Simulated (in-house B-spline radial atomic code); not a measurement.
Cu⁺. Computed with a B-spline radial atomic code. Model: non-relativistic spherical atom: semilocal Troullier-Martins pseudo-atom, one channel per l, against all electrons, high spin, G0W0 and RPA with empty states to l = 8, local potential for every l without a channel, a model core (radius 0 = none) keeps its share of the functional.

What the tables leave out is listed at the end.

The pseudopotential gives back the lowest level of each angular momentum of its own functional in the configuration it was made in; a second state of the same l is only approximately right. Exact exchange, RPA and GW see the smooth pseudo-orbitals and miss the exchange with the core, for which the functional's share stands in. The column with an uncorrelated core keeps all orbitals and exact exchange, and so separates missing core correlation from pseudisation. Only the three outermost levels and the lowest empty one were computed. RPA here is direct RPA, with no exchange kernel, and its energies carry an (l + 1/2)⁻⁴ tail. A hybrid on a potential with a model core restores only its own semilocal share of the core's exchange.

Command:
```bash
python run_psgw.py task.json out
```
Settings (lengths in bohr, energies in hartree):
```
Z                      29
electrons              28
configuration          [Ar] 3d10
generated_in           [Ar] 3d10 4s1
functional             pbe,pbe
core_shells            4
radius_factor          0.9
core_correction        False
```

Run time, properties included: 27 s on 1 thread of Arm Neoverse N1 (shared host).

Given: made with PBE; model core radius 0 bohr; local radius 0.795 bohr; mean-field start PBE.

Valence shells of the generating configuration: 3p, 3d, 4s.

Channel: s 2.093, p 0.566, d 1.631 (radii in bohr).

Computed: largest level miss in the spin-unpolarised generating configuration 0.001 eV; valence RPA correlation energy all-electron orbitals -1.217 hartree; all-electron RPA polarisability, core included 6.9921 bohr³; pseudo-atom RPA polarisability 7.0793 bohr³.

| level | occupied | mean-field all-electron (eV) | mean-field pseudo minus all (eV) | G0W0 all-electron (eV) | G0W0 uncorrelated core minus all (eV) | G0W0 pseudo minus all (eV) | exchange self-energy all-electron (eV) | exchange self-energy pseudo (eV) |
| --- | --- | --- | --- | --- | --- | --- | --- | --- |
| 3d | 1 | -13.751 | 0.017 | -20.04 | 0.095 | 1.001 | -46.207 | -39.275 |
| 4s (empty) | 0 | -11.588 | -0.007 | -7.8957 | -0.055 | -0.787 | -3.0285 | -3.1428 |

(1) What is the valence RPA correlation energy pseudo?

Given: mean-field start PBE0.

Computed: valence RPA correlation energy all-electron orbitals -1.1564 hartree; valence RPA correlation energy pseudo -1.2419 hartree; all-electron RPA polarisability, core included 5.349 bohr³.

| level | occupied | mean-field all-electron (eV) | mean-field pseudo minus all (eV) | G0W0 all-electron (eV) | G0W0 uncorrelated core minus all (eV) | G0W0 pseudo minus all (eV) | exchange self-energy all-electron (eV) | exchange self-energy pseudo (eV) |
| --- | --- | --- | --- | --- | --- | --- | --- | --- |
| 3d | 1 | -15.954 | 0.123 | -20.396 | 0.101 | 1.301 | -46.522 | -39.462 |
| 4s (empty) | 0 | -10.169 | -0.334 | -7.6212 | -0.049 | -0.815 | -2.6749 | -3.0827 |

(2) What is the pseudo-atom RPA polarisability?

Given: mean-field start Hartree-Fock.

Computed: valence RPA correlation energy all-electron orbitals -1.0237 hartree; valence RPA correlation energy pseudo -1.1257 hartree; all-electron RPA polarisability, core included 3.2393 bohr³.

```
     level  occupied  mean-field all-electron (eV)  mean-field pseudo minus all (eV)  G0W0 all-electron (eV)  G0W0 uncorrelated core minus all (eV)  G0W0 pseudo minus all (eV)  exchange self-energy all-electron (eV)  exchange self-energy pseudo (eV)
        3d         1                       -22.045                             0.574                 -20.451                                  0.105                       0.361                                 -47.124                           -39.758
4s (empty)         0                       -6.3361                            -0.868                  -7.085                                 -0.025                      -0.901                                 -1.5298                           -2.6078
```

(3) What is the pseudo-atom RPA polarisability?

Answers

(1) -1.2941 hartree.

(2) 5.5503 bohr³.

(3) 3.5704 bohr³.

Among the listed levels the largest G0W0 shift of the pseudo-atom is +1.30 eV, for 3d on the PBE0 start, while leaving the core uncorrelated moves that level by +0.10 eV. So pseudisation and the lost core exchange, not the missing core correlation, make the error. Not in the tables (levels of low weight, unsolved or above zero; the highest and the empty levels are kept at any weight): on PBE the G0W0 levels 3p (pseudo minus all +4.73 eV, weights 0.14 and 0.01); on PBE0 the G0W0 levels 3p (pseudo minus all +2.19 eV, weights 0.02 and 0.18); on Hartree-Fock the G0W0 levels 3p (pseudo minus all +2.10 eV, weights 0.29 and 0.65).
